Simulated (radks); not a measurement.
As I, 33 electrons, occupied as [Ar] 3d9 4s2 4p4 (not the ground configuration).

All-electron calculation, scalar-relativistic Kohn-Sham, SCAN, spin-polarised, spherical densities, finite nucleus; open shells are filled with parallel spins first; meta-GGA in the generalised Kohn-Sham scheme; Fermi nuclear charge, rms radius 4.0968 fm. Program: a radial shooting solver on a logarithmic mesh with Libxc functionals.

Energy parts (eV):
part                       energy
total                  -61495.648
kinetic                 62683.452
electron-nucleus      -147914.435
Hartree                 26010.877
exchange-correlation    -2275.542

Orbitals (lengths in bohr, moments of r in powers of bohr; r(90%) holds 90 % of the orbital's charge):
1s up: occ. 1; eigenvalue (eV) -11764.73; r(90%) 0.0813; <1/r> 33.46; <r^2> 0.002788; <r^4> 0.00002005
1s down: occ. 1; eigenvalue (eV) -11764.58; r(90%) 0.0813; <1/r> 33.46; <r^2> 0.002788; <r^4> 0.00002005
2s up: occ. 1; eigenvalue (eV) -1515.125; r(90%) 0.313; <1/r> 7.383; <r^2> 0.04840; <r^4> 0.004063
2s down: occ. 1; eigenvalue (eV) -1513.843; r(90%) 0.313; <1/r> 7.387; <r^2> 0.04835; <r^4> 0.004054
2p up: occ. 3; eigenvalue (eV) -1327.830; r(90%) 0.289; <1/r> 7.219; <r^2> 0.03849; <r^4> 0.002981
2p down: occ. 3; eigenvalue (eV) -1326.790; r(90%) 0.289; <1/r> 7.222; <r^2> 0.03844; <r^4> 0.002973
3s up: occ. 1; eigenvalue (eV) -208.2211; r(90%) 0.881; <1/r> 2.411; <r^2> 0.4030; <r^4> 0.2587
3s down: occ. 1; eigenvalue (eV) -206.1878; r(90%) 0.882; <1/r> 2.405; <r^2> 0.4041; <r^4> 0.2598
3p up: occ. 3; eigenvalue (eV) -149.3261; r(90%) 0.930; <1/r> 2.260; <r^2> 0.4342; <r^4> 0.3215
3p down: occ. 3; eigenvalue (eV) -147.2592; r(90%) 0.931; <1/r> 2.254; <r^2> 0.4356; <r^4> 0.3228
3d up: occ. 5; eigenvalue (eV) -53.1022; r(90%) 1.08; <1/r> 1.963; <r^2> 0.5289; <r^4> 0.6306
3d down: occ. 4; eigenvalue (eV) -50.9000; r(90%) 1.08; <1/r> 1.957; <r^2> 0.5316; <r^4> 0.6340
4s up: occ. 1; eigenvalue (eV) -18.3579; r(90%) 2.76; <1/r> 0.7156; <r^2> 3.902; <r^4> 24.83
4s down: occ. 1; eigenvalue (eV) -16.0302; r(90%) 2.79; <1/r> 0.7110; <r^2> 3.985; <r^4> 26.32
4p up: occ. 3; eigenvalue (eV) -7.5079; r(90%) 3.51; <1/r> 0.5733; <r^2> 6.110; <r^4> 66.25
4p down: occ. 1; eigenvalue (eV) -5.4607; r(90%) 3.73; <1/r> 0.5549; <r^2> 6.742; <r^4> 86.00

The highest occupied level is 4p down at -5.461 eV. Summed over all electrons, <r^2> = 41.48 bohr^2, which gives a Langevin (diamagnetic) susceptibility term of -32.9 x 10^-6 cm^3/mol. The density falls to 0.001 e/bohr^3 at r = 4.29 bohr. Spin moment in Bohr magnetons: 3. The electron density at the nucleus is 3.598e+04 e/bohr^3 (large components only).
